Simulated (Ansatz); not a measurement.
Basis-set extrapolation for C₂H₈BNS, SMILES `CSB(C)N` (PBE0-D4/def2-TZVP geometry, frozen core, Ansatz). Multiplicity 1, RHF reference.

```json
{"": "HF", "def2-TZVPP": "-557.219022", "def2-QZVPP": "-557.237915"}
{"": "MP2 correlation", "def2-TZVPP": "-0.847440", "def2-QZVPP": "-0.907341"}
{"": "CCSD(T) correlation", "def2-TZVPP": "-0.938117", "def2-QZVPP": "not run"}
```

Energies in hartree. Use E(X) = E(∞) + A·exp(−7.88·√X) for Hartree–Fock and E(X) = E(∞) + B·X^(−2.97) for correlation, with X = 3 and 4, and add CCSD(T) minus MP2 of the smaller set to the MP2 limit.

**Question.** What is the CCSD(T) energy at the basis-set limit?

**Answer.** HF limit: -557.237915 + (-0.018893) × 0.13774 = -557.24052. MP2 limit: -0.907341 + (-0.059901) × 0.74074 = -0.95171. Higher-order term: -0.938117 − (-0.847440) = -0.09068. Total: -558.28291 hartree, 330.2 kJ/mol below CCSD(T)/def2-TZVPP.
